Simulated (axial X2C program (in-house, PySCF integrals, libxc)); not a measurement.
## Worked dissociation energy of SnTe⁺: HF, scalar-relativistic

Calculated with an axial X2C code built on PySCF integrals. Spin-free means the one-electron spin-free X2C Hamiltonian. Basis: Te dyall-v2z [9s9p7d], Sn dyall-v2z [9s9p7d] (cores contracted in-house); Gaussian nuclei, density fitting, unrestricted open shells. Masses: Te 129.906 u, Sn 119.902 u.

Molecular state: M_S = 1/2, Λ = 1 (beyond evenly filled blocks: π+α, π+β, π-α).

| Item | Value |
| --- | --- |
| E(Te) (2M_S = 2, M_L = 0) | -6790.932403 hartree |
| E(Sn+) (2M_S = 1, M_L = 0) | -6173.569408 hartree |
| E(SnTe⁺) at Re | -12964.549399 hartree |
| ωe | 214.1 cm⁻¹ |
| ωexe | 0.413 cm⁻¹ |

Question: Work out De and D0.

Answer: De = -6790.932403 + (-6173.569408) − (-12964.549399) = 0.04759 hartree = 1.295 eV. The zero-point energy is ωe/2 − ωexe/4 = 107 cm⁻¹ = 0.013 eV, so D0 = 1.282 eV.

The state is one determinant whose occupation by symmetry is held fixed; it was picked as the lowest of a PBE0 search that is not exhaustive. De is counted from the lowest determinant-based energies of the atoms at the same level, without counterpoise correction. The determinant is spin-polarised beyond a pure state at some levels (its spin-free form has ⟨S²⟩ too high), which makes Re and μ there less reliable. The stretched end of a curve changes character and is left out. Spin-free De lacks the spin–orbit lowering of the heavy p-block atom, a tenth of an eV or more for 4p and 5p, up to an eV for 6p and one to two eV for 7p atoms, less what an open-shell molecule gains itself.

Hartree–Fock lacks correlation and underbinds, often by eV.

Each atomic determinant is the lowest at this level and need not be a pure term. Totals compare only within one Hamiltonian and basis.
